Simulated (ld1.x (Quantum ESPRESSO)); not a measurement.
# Zr: variants of one TM semilocal potential

Base potential:

ld1.x (Quantum ESPRESSO) 7.5 input, shortened:

```
&input
   title='Zr', zed=40., rel=1, dft='PZ', iswitch=3,
   config='[Kr] 4d2 5s2 5p0'
 /
 &inputp
   pseudotype=1, tm=.true., lloc=0,
   nlcc=.true., rcore=1.80
 /
3
4P  2  1   6.00   0.00  2.05  2.05  0.0
4D  3  2   2.00   0.00  2.15  2.15  0.0
5S  1  0   2.00   0.00  3.10  3.10  0.0
 &test
   configts(1)='4p6 4d2 5s2 5p0'
 /
```

All-electron outer shells of the reference configuration (LDA (PZ), scalar-relativistic, ld1.x):

```tsv
shell	level (eV)	outermost node (bohr)	outermost maximum (bohr)
3d	-174.95	–	0.35
4s	-54.51	0.55	1.08
4p	-32.50	0.56	1.17
5s	-4.60	1.47	3.11
4d	-3.74	0.58	1.61
5p	-1.55	1.70	4.15
```

Cutoffs, loose and tight: the cutoffs (Ry, on a coarse ladder) from which the occupation-weighted sum of valence levels, in a spherical-Bessel basis at the reference potential, stays within 10 and 1 mRy of its value at 400 Ry. They do not see the model core or the augmentation charge, which bear on the density cutoff. Test errors are all-electron minus pseudo excitation energies from the reference, over the configurations 4p6 4d2 5s1 5p0; 4p6 4d2 5s0 5p0; 4p6 4d1 5s0 5p0; 4p6 4d0 5s0 5p0; 4p6 4d2.5 5s1.5 5p0; 4p6 4d1 5s2 5p0; 4p6 4d3 5s1 5p0 (two spin-polarised tests are not counted in the largest error). A dash means not determined; rows that change the core or the reference have their own tests.

A semilocal file is local in each channel, so a ghost entry of none says nothing of the separable form that plane-wave codes build from it.

| change | outcome | cutoff, loose | cutoff, tight | bound ghosts | largest test error (meV) |
| --- | --- | --- | --- | --- | --- |
| base | generated | 30 Ry | 40 Ry | none | +156 |
| all radii but the core radius scaled by about 0.80 (s 2.48, p 1.64, d 1.72 bohr) | generated | 45 Ry | 80 Ry | none | +51 |
| all radii but the core radius scaled by about 0.90 (s 2.78, p 1.84, d 1.92 bohr) | generated | 35 Ry | 45 Ry | none | +121 |
| all radii but the core radius scaled by about 0.95 (s 2.96, p 1.96, d 2.04 bohr) | generated | 30 Ry | 40 Ry | none | +148 |
| all radii but the core radius scaled by about 1.08 (s 3.36, p 2.22, d 2.32 bohr) | generated | 25 Ry | 35 Ry | none | +144 |
| all radii but the core radius scaled by about 1.20 (s 3.70, p 2.46, d 2.58 bohr) | generated | 25 Ry | 35 Ry | none | +72 |
| all radii but the core radius scaled by about 1.28 (s 3.98, p 2.62, d 2.76 bohr) | generated | 25 Ry | 35 Ry | none | -84 |
| all radii but the core radius scaled by about 1.38 (s 4.28, p 2.82, d 2.96 bohr) | generated | 21 Ry | 35 Ry | none | -192 |

Reading the sweep of the scale of all radii but the core radius (base = 1) (base included, trends over the rows without a ghost): The loose cutoff falls from 45 Ry at 0.8 to 21 Ry at 1.38. A larger radius leaves more room for a smooth pseudo-wave, so fewer plane waves are needed; a smaller one forces it to follow the all-electron wave where it bends sharply. The median size of the test errors (rows with all tests solved) rises from 15.9 meV at 0.8 to 80.3 meV at 1.38, with one reversal. More of the atom is replaced by a form fitted at one configuration, so other configurations suffer as the radius grows.
